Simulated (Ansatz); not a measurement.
`CN[CH2][SnH3]` and `C=NCNC` differ in one atom or group.

Ansatz, PBE0-D4/def2-TZVP geometries, multiplicity 1. Each molecule was computed in one conformer, which needn't be the lowest.

Elements past krypton have def2 core potentials.

```
                                          property  `CN[CH2][SnH3]`
size of the dipole moment (ωB97M-V/def2-TZVPP) / D             1.26
               HOMO energy (B3LYP/def2-TZVPP) / eV            -6.30
             HOMO–LUMO gap (B3LYP/def2-TZVPP) / eV             6.33
             LUMO energy (ωB97M-V/def2-TZVPP) / eV             1.58
                LUMO energy (PBE0/def2-TZVPP) / eV             0.29
                 LUMO energy (PBE/def2-TZVPP) / eV            -0.45
```

What does the change do to each property? (Best estimate.)

Computed: 
```
                                          property  `C=NCNC`  shift
size of the dipole moment (ωB97M-V/def2-TZVPP) / D      1.20  -0.06
               HOMO energy (B3LYP/def2-TZVPP) / eV     -6.43  -0.13
             HOMO–LUMO gap (B3LYP/def2-TZVPP) / eV      5.76  -0.57
             LUMO energy (ωB97M-V/def2-TZVPP) / eV      1.81   0.23
                LUMO energy (PBE0/def2-TZVPP) / eV     -0.39  -0.68
                 LUMO energy (PBE/def2-TZVPP) / eV     -1.52  -1.07
```

With PBE0 the HOMO falls by 0.14 eV and the LUMO falls by 0.68 eV, so the gap narrows by about 0.54 eV. PBE moves the HOMO by -0.12 eV and ωB97M-V by -0.16 eV. Dipoles are sizes alone; their direction can turn.

B3LYP here is the variant with VWN-RPA as its local correlation; programs differ in this.
